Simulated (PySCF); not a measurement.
A structure optimised at PBE0-D3(BJ)/def2-TZVPD, used in a PySCF frequency run:

```
O
H 1 0.9544
Y 1 1.9393 2 180.00
```
Charge 0, spin multiplicity 1.

**Question.** Write its SMILES, formula and point group.

**Answer.** [OH][Y], HOY, C∞v

**Question.** What are its rotational constants (standard atomic weights)?

**Answer.** 8.7539 GHz (linear rotor, B only)
